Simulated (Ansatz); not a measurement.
AlSiO3H5⁺, that is (OH)2Al-O-SiH3 with one electron fewer. The state is a doublet with charge 1. Geometry PBE0-D4/def2-SVP, that of the neutral singlet; atoms count from 1.

Cartesian coordinates in Å:
```
Al -0.674 -0.759 0.710
O -0.997 -2.406 0.485
O -1.315 0.039 2.057
O 0.276 0.113 -0.382
Si 1.111 1.305 -1.147
H -0.674 -2.931 -0.248
H -1.860 -0.396 2.714
H 1.903 0.723 -2.273
H 0.175 2.328 -1.709
H 2.055 1.982 -0.206
```

**Question.** Estimate the Mulliken populations from the PBE0/def2-TZVP orbitals of Ansatz.

**Answer.** 
```
atom  charge (e)  spin (α − β)
 Al1        0.73         -0.04
  O2       -0.41          0.18
  O3       -0.41          0.21
  O4       -0.22          0.30
 Si5        0.28          0.04
  H6        0.36          0.00
  H7        0.37          0.00
  H8        0.14          0.20
  H9        0.09          0.06
 H10        0.08          0.06
```
Mulliken values depend strongly on the basis.

**Question.** Where does the spin sit?

**Answer.** Summed by element: Al -0.04, O 0.68, Si 0.04, H 0.31, of 1 unpaired in all. Largest on single atoms: O4 0.30, O3 0.21, H8 0.20.

**Question.** And the Mayer bond orders between heavy atoms (over 0.3)?

**Answer.** Al1–O2 1.22 (1.69 Å); Al1–O3 1.20 (1.69 Å); Al1–O4 1.02 (1.69 Å); O4–Si5 1.21 (1.64 Å).
